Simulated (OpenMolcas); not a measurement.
## Dy3+: moving or changing the point charges

Dy3+ among 6 point charges of -1.5 e arranged as a trigonal antiprism (D3d), 2.68 Å from the ion, with a polar angle of 48.2° against the regular 54.74°.
```
   0.0000    1.9969    1.7874  -1.50
  -1.7293   -0.9984    1.7874  -1.50
   1.7293   -0.9984    1.7874  -1.50
   0.0000   -1.9969   -1.7874  -1.50
   1.7293    0.9984   -1.7874  -1.50
  -1.7293    0.9984   -1.7874  -1.50
```

```yaml
Program: OpenMolcas 26.06
Method: CASSCF
Basis: ANO-RCC-VDZP [7s6p4d2f1g]
Scalar_Hamiltonian: DKH2, point nucleus
Active_space: 9 electrons in 7 orbitals (4f)
State_averaging: 2S+1 = 6 odd, 21 roots; 2S+1 = 4 odd, 115 roots kept (CI in the orbitals of an earlier block, 108 in the spin-orbit step); 2S+1 = 2 odd, 82 roots kept (CI in the orbitals of an earlier block, 40 in the spin-orbit step)
Spin-orbit_coupling: state interaction with AMFI integrals over the reference wave functions
```

Runs around this geometry, states (labels of D3, the rotations of D3d). Energies in cm-1 above the lowest state or level, χT in cm3 K/mol.

| R (Å) | q (e) | Ground state | First state of that spin | First gap with spin-orbit (degeneracies) | Width of lowest J | χT at 300 K |
| --- | --- | --- | --- | --- | --- | --- |
| 2.68 | -0.75 | 6E | 6E 92.6 | 60.3 (2, 2) | 396 | 14.020 |
| 2.68 | -1.5 | 6E | 6E 187.3 | 120.5 (2, 2) | 787 | 13.936 |
| 2.81 | -1.5 | 6E | 6E 171.8 | 110.6 (2, 2) | 683 | 13.958 |
| 3.1 | -1.5 | 6E | 6E 140.6 | 90.6 (2, 2) | 510 | 13.997 |

Taking the width of the lowest J multiplet as R^-n, n = -ln(510 / 787) / ln(3.1 / 2.68) = 3.0 between the shortest and longest distance.

Scaling the charges by -0.75 / -1.5 = 0.50 scales the width of the lowest J multiplet by 396 / 787 = 0.50; with fixed orbitals a first-order splitting would follow the charge.

High states are left out of the spin-orbit mixing, which shifts the levels that they would mix with. Point charges carry no covalency, so the field is a model and not that of real ligands. No measured value stands beside these numbers.
